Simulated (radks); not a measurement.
The potassium ion K4+, 15 electrons, occupied as [Ne] 3s1 3p4 (not the ground configuration).

Method: scalar-relativistic Kohn-Sham, r2SCAN, spin-polarised, spherical densities, finite nucleus; open shells are filled with parallel spins first; meta-GGA in the generalised Kohn-Sham scheme; Fermi nuclear charge, rms radius 3.4349 fm; computed with a radial shooting solver on a logarithmic mesh with Libxc functionals.

Energy parts (hartree):
part                       energy
total                  -596.35662
kinetic                 600.08529
electron-nucleus      -1385.63981
Hartree                 221.01214
exchange-correlation    -31.81424

Orbitals (lengths in bohr, moments of r in powers of bohr; r(max) is where P^2 peaks; r(90%) holds 90 % of the orbital's charge):
| orbital | occ. | eigenvalue (hartree) | r(max) | r(90%) | <r> |
|---|---|---|---|---|---|
| 1s up | 1 | -132.5272 | 0.05303 | 0.145 | 0.08106 |
| 1s down | 1 | -132.4796 | 0.05303 | 0.145 | 0.08104 |
| 2s up | 1 | -15.58160 | 0.3170 | 0.600 | 0.3854 |
| 2s down | 1 | -15.55255 | 0.3175 | 0.600 | 0.3854 |
| 2p up | 3 | -12.82379 | 0.2621 | 0.575 | 0.3488 |
| 2p down | 3 | -12.77297 | 0.2626 | 0.575 | 0.3488 |
| 3s up | 1 | -3.45405 | 1.033 | 1.71 | 1.164 |
| 3s down | 0 | -3.15725 | 1.041 | 1.76 | 1.188 |
| 3p up | 3 | -2.74919 | 1.076 | 1.84 | 1.230 |
| 3p down | 1 | -2.48687 | 1.089 | 1.92 | 1.267 |
| 3d up | 0 | -1.71175 | 1.105 | 2.11 | 1.349 |
| 3d down | 0 | -1.51818 | 1.127 | 2.29 | 1.432 |
| 4s up | 0 | -1.13372 | 2.531 | 3.92 | 2.712 |
| 4s down | 0 | -1.11704 | 2.640 | 4.00 | 2.797 |

The highest occupied level is 3p down at -67.671 eV. The configuration is held as typed, so some empty levels lie below it. The density falls to 0.001 e/bohr^3 at r = 2.74 bohr. The spin density at the nucleus is 28.57 e/bohr^3 (1s -0.23, 2s 0.92, 3s 27.89).
